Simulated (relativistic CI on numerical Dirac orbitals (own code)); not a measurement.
**Sensitivity of the levels of Tm XXX to α and to the nuclear radius**

These numbers are calculated, not measured: Dirac-Coulomb-Breit CI, separate exchange-only KLI orbitals for each configuration, derivatives by finite differences, unscaled Slater integrals, QED left out (own radial code, finite nucleus).

Configurations in the expansion (outside the closed core [Ar] 3d10 4s2): 4p⁶4d⁴, 4p⁵4d⁵, 4p⁶4d³4f, 4p⁶4d²5s², 4p⁶4d4f5s². Double excitations out of closed p, d and f shells are left out; levels of such configurations are missing from the list, as are those of other unlisted configurations, and high levels can miss mixing partners.

With x = (α/α₀)² − 1 an excitation energy changes as ω = ω₀ + qx; K = 2q/ω₀ is the relative enhancement. Terms are leading LS components, so labels can repeat. The field-shift factor is F = δν/δ⟨r²⟩ for the transition from the lowest level.

Lowest level 4p⁶4d⁴ ³P0.

| Level | ω₀ (cm⁻¹) | q (cm⁻¹) | F (GHz/fm²) |
| --- | --- | --- | --- |
| 4p⁶4d⁴ ⁵D1 | 69310 | 95520 | 1.93 |
| 4p⁶4d⁴ ⁵D2 | 103342 | 117000 | 2.47 |
| 4p⁶4d⁴ ³F4 | 108334 | 95480 | 2.15 |
| 4p⁶4d⁴ ⁵D3 | 116642 | 113000 | 2.47 |
| 4p⁶4d⁴ ⁵D0 | 168938 | 184600 | 3.92 |
| 4p⁶4d⁴ ⁵D4 | 176499 | 189900 | 4.05 |
| 4p⁶4d⁴ ³F2 | 180157 | 167000 | 3.7 |
| 4p⁶4d⁴ ³G3 | 183562 | 181500 | 3.95 |
| 4p⁶4d⁴ ³H5 | 197118 | 186000 | 4.1 |
| 4p⁶4d⁴ ³P1 | 205140 | 192800 | 4.26 |
| 4p⁶4d⁴ ³H6 | 207026 | 187200 | 4.18 |
| 4p⁶4d⁴ ³G4 | 220898 | 190000 | 4.3 |
| 4p⁶4d⁴ ³F3 | 223009 | 181600 | 4.17 |
| 4p⁶4d⁴ ³D2 | 224682 | 190200 | 4.32 |
| 4p⁶4d⁴ ³F2 | 259122 | 195600 | 4.61 |
| 4p⁶4d⁴ ³F4 | 262165 | 238700 | 5.32 |
| 4p⁶4d⁴ ³F3 | 283684 | 276000 | 6.04 |
| 4p⁶4d⁴ ³F4 | 291736 | 231800 | 5.37 |
| 4p⁶4d⁴ ³D1 | 299032 | 275200 | 6.11 |
| 4p⁶4d⁴ ³G5 | 299101 | 283400 | 6.24 |
| 4p⁶4d⁴ ³P2 | 302098 | 210400 | 5.08 |
| 4p⁶4d⁴ ¹I6 | 302990 | 281400 | 6.23 |
| 4p⁶4d⁴ ³P0 | 319712 | 254300 | 5.89 |

At this charge energies of transitions that change n are usually good to better than 1 %, and those within a shell (Δn = 0) to a few per cent. Terms inside the open d or f shell come out 10 to 20 % too wide with unscaled integrals.

Task: Which transition from the lowest level has the largest |K|?

Result: 4p⁶4d⁴ ⁵D1 at 69310 cm⁻¹, K = 2.76.
